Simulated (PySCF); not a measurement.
**Spinor energies of Tl⁺ (thallium, charge +1)**

Start: [Xe] 4f14 5d10 6s2. Calculated with PySCF 2.14 in x2c-SVPall-2c with one added diffuse shell each of s, p type (8s12p7d2f, 93 functions): generalised Hartree-Fock with the X2C-1e Hamiltonian and a Gaussian nucleus; one run each with spin-orbit coupling (SO) switched off, then screened by Boettger's factors. This is a chosen level, not necessarily the ground level.

```tsv
spinor shell	electrons	ε, spin-free (eV)	ε, screened SO (eV)	weight of nominal j (screened SO)	rms radius, screened SO (bohr)
1s1/2	2	-86021.1	-85984.9	1.000	0.0184
2s1/2	2	-15481.9	-15470.3	1.000	0.0743
2p1/2	2	-13335.0	-14827.5	1.000	0.0628
2p3/2	4	-13335.0	-12755.9	1.000	0.0710
3s1/2	2	-3775.5	-3771.6	1.000	0.189
3p1/2	2	-3148.0	-3482.5	1.000	0.181
3p3/2	4	-3148.0	-3015.1	1.000	0.197
3d3/2	4	-2485.5	-2542.7	1.000	0.174
3d5/2	6	-2485.5	-2443.9	1.000	0.178
4s1/2	2	-888.40	-887.18	1.000	0.416
4p1/2	2	-678.99	-761.22	1.000	0.420
4p3/2	4	-678.99	-646.06	1.000	0.454
4d3/2	4	-427.62	-439.81	1.000	0.468
4d5/2	6	-427.62	-418.38	1.000	0.474
5s1/2	2	-160.65	-160.49	1.000	0.941
4f5/2	6	-147.89	-149.85	1.000	0.512
4f7/2	8	-147.89	-145.42	1.000	0.514
5p1/2	2	-100.94	-115.96	1.000	1.01
5p3/2	4	-100.94	-95.092	1.000	1.11
5d3/2	4	-30.313	-31.580	1.000	1.45
5d5/2	6	-30.313	-29.399	1.000	1.49
6s1/2	2	-18.754	-18.785	1.000	2.63
```

| quantity | spin-free | screened SO |
| --- | --- | --- |
| E (hartree) | -20228.94024 | -20263.62739 |
| M_J | 0 | 0 |
| ⟨J²⟩ | 0.000 | 0.000 |
| ⟨L²⟩ | 0.000 | 0.184 |
| ⟨S²⟩ | 0.000 | 0.184 |

Breit and QED terms are absent; they matter most for the inner s and p1/2 levels.

Densities and radii are taken from the X2C orbitals without a picture-change correction, which distorts them close to the nucleus.

Without spin-orbit coupling the j labels of p, d and f shells carry no meaning; the spin-free column gives the mean over the occupied spinors of each nl shell.
